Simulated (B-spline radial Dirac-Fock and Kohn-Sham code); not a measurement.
# Dipole and non-dipole photoemission parameters of Sb 2p3/2

System: atomic antimony, [Kr] 4d10 5s2 5p3; threshold 4132.0 eV (tabulated edge). Level of theory: Dirac-Hartree-Slater photoionisation with a Latter tail; cross sections with all multipoles, angular parameters from the dipole term and its interference with E2; a radial finite-basis atomic code.

Input of the calculation (task.json; shells as n, l, electrons):

```json
{"items": [{
  "Z": 51,
  "q": 0,
  "cfg": [[1, 0, 2], [2, 0, 2], [2, 1, 6], [3, 0, 2], [3, 1, 6], [3, 2, 10], [4, 0, 2], [4, 1, 6], [4, 2, 10], [5, 0, 2], [5, 1, 3]],
  "A": 121,
  "rrms": 4.6802,
  "do": "xps",
  "hv": [64.7, 69.8, 81.0, 91.8, 100, 176.0, 200, 244.0, 300, 395.0, 400, 505.0, 600, 682.0, 683.0, 700.0, 800, 925.0, 1050.0, 1960.0, 2220.0, 2510.0, 4700.0, 5414.7, 5510.0, 6000, 8880.0, 11500.0, 14100.0],
  "edges": {"K": 30491.0, "L1": 4698.0, "L2": 4380.0, "L3": 4132.0, "M1": 940.0, "M2": 812.7, "M3": 766.4, "M4": 537.5, "M5": 528.2, "N1": 153.2, "N2": 95.6, "N3": 95.6}
}]}
```

Command: `python xray2_run.py task.json out`

For linearly polarised light dσ/dΩ = σ/(4π) [1 + β P₂(cos θ) + (δ + γ cos²θ) sin θ cos φ], with θ from the polarisation vector and φ the angle between the beam and the projection of the electron momentum on the plane normal to the polarisation.

```tsv
hν (eV)	σ (kb)	β	γ	δ
4700	89.3	1.319	-0.274	0.012
5414.7	?	?	?	?
5510	57.8	1.461	0.082	0.033
6000	45.6	1.487	0.265	0.040
8880	14.7	1.467	1.017	0.066
11500	6.76	1.393	1.449	0.091
14100	3.60	1.316	1.757	0.116
```

Question: Give the values at Cr Kα (5414.7 eV).

Answer: σ = 60.7 kb, β = 1.452, γ = 0.044, δ = 0.031.
